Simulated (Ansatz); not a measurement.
`C=CB[SiH3]`, 11 atoms. The species carries charge 0 and has multiplicity 1. All runs use 2 threads of an Arm Neoverse V1 on a shared host. Correlated methods freeze the cores.

Task: How many basis functions does each run have, and how long does it take in Ansatz? RKS B3LYP-D4/def2-TZVPP energy and forces; RHF-CCSD(T)/def2-SVP energy; RKS BHLYP-D4/def2-TZVPP energy; RKS ωB97M-V/def2-SVP energy; RKS ωB97M-V/def2-QZVPP energy; RKS PBE0-D4/def2-TZVP relaxation (6 steps); RKS r2SCAN0-D4/def2-TZVPP energy; RHF-CCSD(T)/def2-TZVPP energy; RKS PBE0-D4/def2-QZVPP energy; RKS PBE0-D4/def2-SVP energy; RHF-MP2/def2-QZVPP energy; direct RPA on PBE orbitals/def2-TZVPP energy. (An estimate is asked.)

Result: Computed: Other jobs shared the machine, so times are rough.

```csv
level,job,functions,wall time,peak host memory (GiB)
RKS PBE0-D4/def2-SVP,energy,95,1.3 s,0.18
RKS BHLYP-D4/def2-TZVPP,energy,233,3.9 s,0.47
RHF-CCSD(T)/def2-SVP,energy,95,4 s,0.35
RKS ωB97M-V/def2-SVP,energy,95,5.5 s,0.25
RKS B3LYP-D4/def2-TZVPP,energy and forces,233,6.5 s,0.54
RKS r2SCAN0-D4/def2-TZVPP,energy,233,7 s,0.47
direct RPA on PBE orbitals/def2-TZVPP,energy,233,7 s,0.48
RKS PBE0-D4/def2-QZVPP,energy,451,11 s,1.2
RKS ωB97M-V/def2-QZVPP,energy,451,26 s,1.5
RKS PBE0-D4/def2-TZVP,relaxation (6 steps),172,29 s,0.37
RHF-MP2/def2-QZVPP,energy,451,35 s,2.4
RHF-CCSD(T)/def2-TZVPP,energy,233,7.3 min,1.7
```

B3LYP here is the variant with VWN-RPA as its local correlation; programs differ in this.
